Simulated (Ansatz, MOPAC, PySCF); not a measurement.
Dimer: CH5GaO (SMILES C[O][GaH2]) (first 8 atoms) with HF (SMILES F); geometry from B3LYP-D3(BJ)/def2-TZVP.
(charge 0, multiplicity 1):
| atom | x (Å) | y (Å) | z (Å) |
|---|---|---|---|
| C | -0.8196 | -0.5960 | 2.4661 |
| O | 0.3063 | 0.0950 | 1.9371 |
| Ga | 0.6098 | 0.3995 | 0.1766 |
| H | -1.4990 | -0.9262 | 1.6751 |
| H | -0.4800 | -1.4702 | 3.0254 |
| H | -1.3645 | 0.0633 | 3.1449 |
| H | -0.5009 | -0.1749 | -0.7550 |
| H | 1.9242 | 1.1787 | -0.0777 |
| F | 1.9207 | 0.8978 | 3.7387 |
| H | 1.3177 | 0.5982 | 3.0596 |

Monomers are frozen at their geometry in the pair; levels with a basis set take the counterpoise correction. Rows marked so take none.

Rows in 3-21G carry no dispersion term and start afresh at each structure; the Pople sets are all-electron and without relativity. The state that AM1 reach isn't checked.

Programs: Ansatz (a quantum-chemistry and plane-wave program); MOPAC for AM1 (differences of heats of formation); PySCF for 3-21G rows, the dispersion terms. Values without a source in brackets are computed.

Problem. One of these levels gives 120.3 meV for the interaction energy. Name it.
A) BLYP-D4/def2-TZVPPD
B) AM1
C) B3LYP/3-21G (no counterpoise)

Solution. B, AM1. The others give -519.6 (BLYP-D4/def2-TZVPPD), -791.4 (B3LYP/3-21G (no counterpoise))
